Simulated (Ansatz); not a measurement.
The same path of CH3BBrGeN (8 atoms, charge 0, multiplicity 1) was run twice with different band settings.

All numbers below come from Ansatz, RKS PBE-D4/def2-SVP.

Relaxed end points:

```xyz
8
Properties=species:S:1:pos:R:3
Br -2.918 -0.200 1.060
B -1.145 0.114 0.456
N -0.227 1.107 1.031
C 0.900 0.730 0.485
Ge 0.302 -0.686 -0.834
H 1.868 1.187 0.799
H 0.388 -0.199 -2.308
H 0.924 -2.109 -0.745
```

```xyz
8
Properties=species:S:1:pos:R:3
Br -2.349 -0.567 0.770
B -0.815 0.303 -0.013
N -0.190 1.516 0.501
C 0.803 0.666 0.449
Ge 1.002 -0.643 -1.166
H 1.675 0.712 1.144
H -0.685 -0.018 -1.297
H 0.651 -2.027 -0.443
```

Common settings: movable images 5; climbing image yes; optimiser quadratic models (default); start path through a guess of the saddle point; force threshold 0.05 eV/Å; iteration limit 60; end points relaxed.

| run | spring |
| --- | --- |
| 1 | 5.0 eV/Å² |
| 2 | 2.0 to 10.0 eV/Å², energy-weighted |

Task: What does each run give, and how far can it be trusted?

Result: Run 1: converged after 14 iterations, highest image 0.755 eV above the first end. A vibrational analysis at the climbing image gives one clearly imaginary mode, 367i cm⁻¹: a first-order saddle point.
Run 2: converged after 12 iterations, highest image 0.755 eV above the first end. Another band between the same ends (5 images) ends at a top of the same energy, where a vibrational analysis finds 1 clearly imaginary mode.
